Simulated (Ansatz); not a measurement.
System: sum formula H6BN2O, net charge 1, singlet state. It need not be the lowest isomer of its formula. 
Structure (B3LYP-D3(BJ)/def2-TZVP (Ansatz, a first-principles code) minimum search):
```
B
O 1 1.3410
H 2 0.9639 1 119.65
N 1 1.3797 2 132.84 3 0.00
H 4 1.0076 1 125.19 2 -180.00
H 4 1.0089 5 112.35 1 -180.00
N 1 1.5773 2 109.45 3 180.00
H 7 1.0226 1 112.64 2 119.32
H 7 1.0226 8 107.17 1 -124.42
H 7 1.0233 8 107.60 9 -115.47
```
Charge +1, spin multiplicity 1.

Basis-set convergence of Hartree-Fock and CCSD(T) correlation energies (hartree) with Ansatz. Correlated levels leave the core frozen unless marked. No spin-orbit coupling. No relativistic terms.

```csv
basis,functions,E(HF),"E(corr, CCSD(T))"
cc-pVDZ,86,-211.87579,-0.66036
cc-pVTZ,204,-211.94510,-0.81683
cc-pVQZ,400,-211.96055,-0.86685
```

Extrapolating the two largest sets (X = 3 and 4) as X^-3: E(corr) = (64·(-0.86685) - 27·(-0.81683))/37 = -0.9034 Eh, an estimate of the basis-set limit. The largest set recovers 96.0 % of it, the smallest 73.1 %.
